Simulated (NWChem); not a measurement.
Molecule: C$_{2}$H$_{2}$Cl$_{2}$F$_{2}$; SMILES FC(F)C(Cl)Cl

```xyz
8

F      0.1943     2.0480     0.6742
C      0.7582     0.9590     0.1231
F      0.7660     1.1061    -1.2059
C     -0.0419    -0.2734     0.5344
Cl    -1.6943    -0.1847    -0.0787
Cl     0.8043    -1.7283    -0.0183
H      1.7984     0.8676     0.4847
H     -0.0942    -0.3150     1.6298
```
Atoms are numbered in this order, from 1.

The geometry was optimised at PBE0/def2-SVP.

### Question
Give the principal values of the shielding tensors (ppm) of F1, C2, F3, C4, Cl5 from Hartree-Fock/6-31G* (spherical d), GIAO (NWChem), with their diamagnetic and paramagnetic parts as GIAO splits them.

### Answer
| atom | σ11 | σ22 | σ33 | isotropic | diamagnetic | paramagnetic |
|---|---|---|---|---|---|---|
| F1 | 282.3 | 380.8 | 412.5 | 358.5 | 474.5 | -116.0 |
| C2 | 91.3 | 100.5 | 111.0 | 101.0 | 237.8 | -136.8 |
| F3 | 295.3 | 391.6 | 440.3 | 375.7 | 474.1 | -98.3 |
| C4 | 105.9 | 146.0 | 153.3 | 135.1 | 252.8 | -117.7 |
| Cl5 | 628.6 | 812.9 | 1089.6 | 843.7 | 1145.2 | -301.5 |
